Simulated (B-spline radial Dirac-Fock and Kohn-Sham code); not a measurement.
**Relativistic shifts of the levels of Gd⁺**

System: the Gd⁺ ion, configuration [Xe] 4f7 5d1 6s1.

Both columns are ΔSCF binding energies of the configuration average from a radial atomic solver: non-relativistic Hartree-Fock with a point nucleus, and Dirac-Fock with a finite nucleus and the Coulomb interaction alone, averaged over the two j levels with weights 2j+1.

| shell | Hartree-Fock (eV) | Dirac-Fock (eV) | shift (eV) | shift (%) |
| --- | --- | --- | --- | --- |
| 1s | 47482.6 | 50470.8 | +2988.22 | +6.29 |
| 2s | 7655.8 | 8424.8 | +769.07 | +10.05 |
| 2p | 7265.3 | 7509.9 | +244.59 | +3.37 |
| 3s | 1729.0 | 1909.7 | +180.68 | +10.45 |
| 3p | 1554.6 | 1618.3 | +63.68 | +4.10 |
| 3d | 1233.0 | 1218.9 | -14.12 | -1.15 |
| 4s | 366.1 | 408.2 | +42.15 | +11.51 |
| 4p | 296.2 | 309.7 | +13.45 | +4.54 |
| 4d | 171.0 | 167.3 | -3.77 | -2.21 |
| 4f | 24.57 | 19.56 | -5.01 | -20.40 |
| 5p | 37.59 | 38.65 | +1.06 | +2.82 |
| 5d | 12.46 | 11.62 | -0.84 | -6.78 |
| 6s | 10.44 | 11.10 | +0.66 | +6.33 |

Relativity binds 1s, 2s, 2p, 3s, 3p, 4s, 4p, 5p, 6s more strongly, among those listed most of all 4s in relative terms, and 3d, 4d, 4f, 5d more weakly, because the contracted s and p shells screen the nucleus better.

Values without a named source are computed, but for edge energies of neutral atoms, which are taken from tables.
